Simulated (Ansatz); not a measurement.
`[F][Hf]([F])([F])[SeH]`, charge 0, multiplicity 1.

**Question.** Give a relaxed structure at PBE0-D4/def2-TZVP (Ansatz 0.2.0). (An estimate is asked.)

**Answer.** The calculation gave: 
```xyz
6

F    -1.633   -0.336    1.196
Hf   -0.180    0.484    0.299
F    -0.638    2.221   -0.289
F     1.279    0.533    1.506
Se    0.451   -0.877   -1.797
H     0.721   -2.026   -0.915
```
Point group Cs.
